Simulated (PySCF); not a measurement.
**Trend along the 5d metals: MH molecules**

CCSD(T) with triple-zeta basis sets in PySCF, for the lowest determinant that a PBE0 search found; no spin–orbit coupling. De refers to high-spin ground-configuration atoms.

| M | basis | reference, frozen orbitals | state (unpaired electrons) | Re (Å) | ωe (cm⁻¹) | De (eV) |
| --- | --- | --- | --- | --- | --- | --- |
| Hf | def2-TZVPPD | ROHF, 0 | doublet (δ ↑) | 1.848 | 1668 | 2.81 |
| Ta | x2c-TZVPPall | UHF, 23 | quintet (σ ↑, π ↑↑, δ ↑) | 1.758 | 1798 | 2.38 |
| W | def2-TZVPP | UHF, 0 | sextet (σ ↑, π ↑↑, δ ↑↑) | 1.713 | 1920 | n/a |
| Re | def2-TZVPP | ROHF, 0 | quintet (π ↑↑, δ ↑↑) | 1.633 | 2092 | 2.08 |
| Os | def2-TZVPP | ROHF, 0 | quartet (π ↑, δ ↑↑) | 1.575 | 2253 | 2.71 |
| Ir | def2-TZVPP | UHF, 0 | triplet (σ ↑, δ ↑) | 1.542 | 2343 | 3.27 |
| Pt | def2-TZVPP | UHF, 0 | doublet (σ ↑) | 1.511 | 2410 | 3.55 |
| Au | def2-TZVPP | RHF, 0 | singlet (closed shell) | 1.522 | 2289 | 3.16 |
| Hg | def2-TZVPP | UHF, 0 | doublet (σ ↑) | 1.745 | 1374 | 0.39 |

Problem. By what factor does the well depth vary along the series?

Solution. At CCSD(T) it runs from 0.39 eV (HgH) to 3.55 eV (PtH), a factor of 9.10.

The rows differ in basis set, which adds steps of its own.

The state changes along the series, so neighbouring rows are not always alike in their bonding.

Correlated steps freeze the inner cores (0 to 23 orbitals); shallow outer-core shells are correlated. De is left out where the level can put another filling of the metal’s s and d shells below the measured ground configuration, by anything from nothing to about 1 eV. UHF and ROHF references stand side by side, which adds small steps between rows. Weak bonds: HgH. Basis-set superposition, not corrected here, can be much of De in a small basis, most of all at correlated wavefunction levels. Spin–orbit coupling is left out, which matters for elements this heavy, above all for dissociation energies. Where the molecule has an RHF reference, its open-shell atoms are computed with UHF. The CCSD T1 diagnostic is raised in AuH, OsH, a sign that a single reference may not be enough there. States were picked by a PBE0 search and need not be the measured ground states.
